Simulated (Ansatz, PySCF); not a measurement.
AlBrClH2N, SMILES [Al]([NH2])([Cl])[Br]. Atoms are numbered in the order given.

```xyz
6

Al    -0.4317    -0.5180     0.0000
Cl     1.0447    -2.0108     0.0000
Br     0.1502     1.6540     0.0000
N     -2.1305    -0.9744     0.0000
H     -2.9070    -0.3179     0.0000
H     -2.4716    -1.9326     0.0000
```

Geometry optimised at TPSSh-D3(BJ)/def2-SVP. One conformer was computed; it need not be the lowest.

Two levels are set side by side: PBE-D3(BJ)/def2-SVP (Ansatz, a program for electronic structure) and TPSSh-D3(BJ)/def2-SVP (PySCF). Each level has its own optimised geometry; the coordinates shown are those of the second. Frequencies come from the Hessian of PySCF at each geometry. Differences are taken from unrounded values.

| quantity | TPSSh-D3(BJ) |
|---|---|
| mean bond length (Å) | 1.628 |
| bond Al1–Cl2 (Å) | 2.100 |
| bond Al1–Br3 (Å) | 2.249 |
| bond Al1–N4 (Å) | 1.759 |
| bond N4–H5 (Å) | 1.017 |
| bond N4–H6 (Å) | 1.017 |
| highest harmonic wavenumber (cm⁻¹) | 3651 |
| mean harmonic wavenumber (cm⁻¹) | 1039 |
| zero-point energy (kcal/mol) | 17.82 |

Problem. What does PBE-D3(BJ) give, and how far is it from TPSSh-D3(BJ)? (The exact figures need the calculation; the answer reports its results.)

Solution. 
```json
[
 {"quantity": "mean bond length (Å)", "PBE-D3(BJ)": "1.635", "PBE-D3(BJ) minus TPSSh-D3(BJ)": "0.007"},
 {"quantity": "bond Al1–Cl2 (Å)", "PBE-D3(BJ)": "2.107", "PBE-D3(BJ) minus TPSSh-D3(BJ)": "0.007"},
 {"quantity": "bond Al1–Br3 (Å)", "PBE-D3(BJ)": "2.257", "PBE-D3(BJ) minus TPSSh-D3(BJ)": "0.009"},
 {"quantity": "bond Al1–N4 (Å)", "PBE-D3(BJ)": "1.767", "PBE-D3(BJ) minus TPSSh-D3(BJ)": "0.007"},
 {"quantity": "bond N4–H5 (Å)", "PBE-D3(BJ)": "1.022", "PBE-D3(BJ) minus TPSSh-D3(BJ)": "0.005"},
 {"quantity": "bond N4–H6 (Å)", "PBE-D3(BJ)": "1.022", "PBE-D3(BJ) minus TPSSh-D3(BJ)": "0.005"},
 {"quantity": "highest harmonic wavenumber (cm⁻¹)", "PBE-D3(BJ)": "3605", "PBE-D3(BJ) minus TPSSh-D3(BJ)": "-46"},
 {"quantity": "mean harmonic wavenumber (cm⁻¹)", "PBE-D3(BJ)": "1015", "PBE-D3(BJ) minus TPSSh-D3(BJ)": "-24"},
 {"quantity": "zero-point energy (kcal/mol)", "PBE-D3(BJ)": "17.42", "PBE-D3(BJ) minus TPSSh-D3(BJ)": "-0.41"}
]
```

GGA bonds tend to be longer and softer than those of functionals with exact exchange. Differences between two approximate levels are no errors against the true value.
